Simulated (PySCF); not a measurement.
## Telling isomers of C6H7FO2 apart by NMR

PySCF calculation with structure optimised with GFN2-xTB and NMR shieldings at PBE0/pcSseg-1/GIAO; gas phase, non-relativistic, one conformer, equivalent nuclei averaged.

Shifts are taken against calculated references (same method and geometry level): $^{1}$H (31.72 ppm) and $^{13}$C (186.93 ppm) against TMS. Splittings of carbon signals by F and P are missing where no couplings were computed. Where no couplings were computed, multiplicities follow the n + 1 count of equivalent neighbours, and m marks all less simple cases (inequivalent or close neighbours, rings, F or P nearby). Shifts are as computed. Against solution values, carbons near 30 ppm lie about +3 ppm off and those near 130 ppm about +5 ppm. Of 1211 compounds with measured shifts, 218 miss one by over three times the rms of a fit or turn the order of signals round; such compounds aren't used in these exercises.

(1) Tabulate the signals of `CC(=O)O[C@@H]1[C@H]2[C@@H](F)[C@@H]12`, `C=C/C=C(/OC)C(=O)F`, `C=C/C(=C/C(=O)F)OC` and their relative energies.

(2) What is the quickest way to tell CC(=O)O[C@@H]1[C@H]2[C@@H](F)[C@@H]12 from C=C/C(=C/C(=O)F)OC?

(3) What is the quickest way to tell C=C/C=C(/OC)C(=O)F from C=C/C(=C/C(=O)F)OC?

(4) What is the quickest way to tell CC(=O)O[C@@H]1[C@H]2[C@@H](F)[C@@H]12 from C=C/C=C(/OC)C(=O)F?

Results:

(1) 
```tsv
SMILES	carbon types	δC	δH	E rel. (kcal/mol)
CC(=O)O[C@@H]1[C@H]2[C@@H](F)[C@@H]12	1×C 4×CH 1×CH3	173.8, 79.9, 60.6, 23.1, 17.8	5.60 (m, 1H), 5.17 (m, 1H), 2.30 (m, 2H), 2.07 (s, 3H)	17.4
C=C/C=C(/OC)C(=O)F	2×C 2×CH 1×CH2 1×CH3	160.9, 148.8, 140.4, 130.7, 125.5, 56.3	7.63 (m, 1H), 6.03 (m, 1H), 5.76 (m, 1H), 5.67 (m, 1H), 3.79 (s, 3H)	4.8
C=C/C(=C/C(=O)F)OC	2×C 2×CH 1×CH2 1×CH3	176.5, 164.8, 142.6, 133.1, 95.0, 63.2	6.54 (m, 1H), 6.26 (m, 1H), 5.98 (m, 1H), 5.09 (m, 1H), 4.58 (s, 3H)	0.0
```

Energies are electronic energies at PBE0/pcSseg-1 on these geometries, without zero-point or thermal terms, each for the one conformer computed, which needn't be the lowest.

(2) Count the carbon signals: 5 against 6. The first has a three-membered-ring carbon (CH) at 17.8 ppm, the second an alkene CH at 142.6 ppm. Their most deshielded carbons lie at 173.8 and 176.5 ppm. In the proton spectra the most deshielded non-exchanging signals are 5.60 (m, 1H) and 6.54 (m, 1H).

(3) Both give the same number of carbon signals, with the same numbers of each carbon type, so the positions decide. The first has a β carbon of a C=C–C=O unit (CH) at 125.5 ppm, the second a β carbon of an enol-ether or enamine type C=C (CH) at 95.0 ppm. Their most deshielded carbons lie at 160.9 and 176.5 ppm. In the proton spectra the most deshielded non-exchanging signals are 7.63 (m, 1H) and 6.54 (m, 1H).

(4) Count the carbon signals: 5 against 6. The first has a three-membered-ring carbon (CH) at 60.6 ppm, the second a terminal =CH2 carbon at 130.7 ppm. Their most deshielded carbons lie at 173.8 and 160.9 ppm. In the proton spectra the most deshielded non-exchanging signals are 5.60 (m, 1H) and 7.63 (m, 1H).
